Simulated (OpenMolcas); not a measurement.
**Cl II: effect of the active space**

| Quantity | Value |
| --- | --- |
| Program | OpenMolcas |
| Method | XMS-CASPT2 or its RAS form, IPEA 0.25 Eh, imaginary shift 0.1 Eh |
| Basis | ANO-RCC-VTZP |
| Scalar Hamiltonian | DKH2, point nucleus |
| Spin-orbit coupling | state interaction with AMFI integrals over the reference wave functions, term energies averaged over their components |

A. 4 electrons in 3 orbitals (3p); 2S+1 = 3 even, 3 roots; 2S+1 = 1 even, 6 roots; closed shells correlated: 2s 2p 3s; CASPT2 step roughly 0.7 core-seconds
B. 6 electrons in 4 orbitals (3s 3p); 2S+1 = 3 even, 3 roots; 2S+1 = 1 even, 6 roots; 2S+1 = 3 odd, 3 roots; 2S+1 = 1 odd, 3 roots; closed shells correlated: 2s 2p; CASPT2 step of the order of 1.4 core-seconds
C. 6 electrons in 9 orbitals (RAS2 3s 3p; RAS3 3d, at most 2 electrons); 2S+1 = 3 even, 3 roots; 2S+1 = 1 even, 6 roots; 2S+1 = 3 odd, 3 roots; 2S+1 = 1 odd, 3 roots; closed shells correlated: 2s 2p; CASPT2 step about 8 core-seconds

Energies in cm-1 above 3s2 3p4 3P2, the measured ground level; measured values from NIST Handbook of Basic Atomic Spectroscopic Data.

| Level | A | B | C | Measured |
| --- | --- | --- | --- | --- |
| 3s2 3p4 3P2 | 0.0 | 0.0 | 0.0 | 0.0 |
| 3s2 3p4 3P1 | 650 | 650 | 629 | 696 |
| 3s2 3p4 3P0 | 939 | 939 | 910 | 996 |
| 3s2 3p4 1D2 | 12230 | 12170 | 12210 | 11654 |
| 3s2 3p4 1S0 | 29350 | 29100 | 28690 | 27878 |

Deviations, from unrounded energies. A percentage is the sum of absolute deviations over the sum of measured energies, with the sign that they share, or ± where signs differ.

```json
{"Against measurement": "mean absolute deviation (cm-1)", "Levels": "4", "A": "540", "B": "460", "C": "380"}
{"Against measurement": "fine structure of the ground term (%)", "Levels": "2", "A": "-6.1", "B": "-6.1", "C": "-9.0"}
{"Against measurement": "other terms of the ground configuration (%)", "Levels": "2", "A": "+5.2", "B": "+4.4", "C": "+3.5"}
```

C lies closest to measurement on these levels and A furthest from it. The largest miss of C in the table is 3s2 3p4 1S0, by +820 cm-1. The ranking rests on the paired levels alone, and a cruder setting can come out closer through cancelling errors.

The two smallest mean deviations differ by little beside CASPT2's spread within terms, so their order carries little weight.

Among A to C the level of the table that moves most is 3s2 3p4 1S0, by 650 cm-1 (lowest in C, highest in A). Moves below CASPT2's spread within the term are not significant.

CASPT2 breaks the degeneracy within a term, and the mean is taken; among the terms shown or strongly mixed into the levels shown the widest spread is 1500 cm-1 (3s2 3p4 1D, A). Over all roots computed the reference weight is 0.85 to 0.96 in B; the roots of lowest weight are the least certain, and an intruder state may touch them. With the s shell closed, the reference lacks s² → p² mixing (holds for A). The run also gave levels led by 3s2 3p3 3d, which use shells meant for correlation; these and all levels above them are left out (holds for C). Computed and measured levels are paired by configuration, term and J; levels that our copy of the source lacks, or whose pairing is in doubt (as where it misses far off the trend of its configuration), stay unpaired and out of the deviations. Only configurations of the active space appear. The table leaves out levels that lie high or whose names do not pair safely across all columns.
